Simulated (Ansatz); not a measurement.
The cluster Cd₃F₄⁺. The state is a doublet with charge 1. Geometry r2SCAN-D4/def2-SVP.

```
atom   x (Å)   y (Å)   z (Å)
 Cd1  -1.665   1.116  -0.574
 Cd2  -0.198  -2.064  -0.219
 Cd3   1.170   0.596   0.498
  F4   1.713  -1.372   0.575
  F5  -0.066  -0.188  -1.410
  F6  -0.991  -0.350   0.960
  F7   0.037   2.262   0.169
```

In the def2 sets Cd takes a core potential; there is no spin–orbit coupling. Another isomer (doublet) lies 0.10 eV lower at PBE0-D4/def2-TZVP; other spin states weren't run for this one.

Q: Estimate the α-spin orbital energies around the gap (eV) in Ansatz with PBE-D4/def2-SVP, PBE-D4/def2-TZVP, r2SCAN-D4/def2-TZVP, r2SCANh-D4/def2-TZVP, BHLYP-D4/def2-TZVP.

A: 
```
orbital  PBE-D4/def2-SVP  PBE-D4/def2-TZVP  r2SCAN-D4/def2-TZVP  r2SCANh-D4/def2-TZVP  BHLYP-D4/def2-TZVP
 HOMO−9           -14.01            -14.21               -14.53                -15.18              -17.64
 HOMO−8           -13.45            -13.66               -14.02                -14.72              -17.42
 HOMO−7           -13.41            -13.60               -14.00                -14.70              -17.28
 HOMO−6           -13.35            -13.60               -13.95                -14.62              -17.20
 HOMO−5           -12.99            -13.24               -13.65                -14.35              -17.00
 HOMO−4           -12.89            -13.09               -13.45                -14.13              -16.70
 HOMO−3           -12.75            -13.00               -13.40                -14.10              -16.67
 HOMO−2           -12.73            -12.96               -13.32                -13.99              -16.60
 HOMO−1           -12.59            -12.82               -13.22                -13.93              -16.49
   HOMO            -9.76             -9.89                -9.95                -10.10              -10.54
   LUMO            -9.12             -9.23                -9.30                 -9.08               -8.09
 LUMO+1            -7.77             -7.91                -7.67                 -7.32               -6.14
 LUMO+2            -4.93             -5.08                -4.69                 -4.44               -3.65
 LUMO+3            -4.67             -4.83                -4.48                 -4.23               -3.36
 LUMO+4            -4.03             -4.12                -3.70                 -3.44               -2.68
 LUMO+5            -4.01             -4.10                -3.68                 -3.41               -2.61
 β HOMO           -12.50            -12.73               -13.12                -13.81              -16.44
 β LUMO            -9.31             -9.44                -9.03                 -8.67               -7.57
```
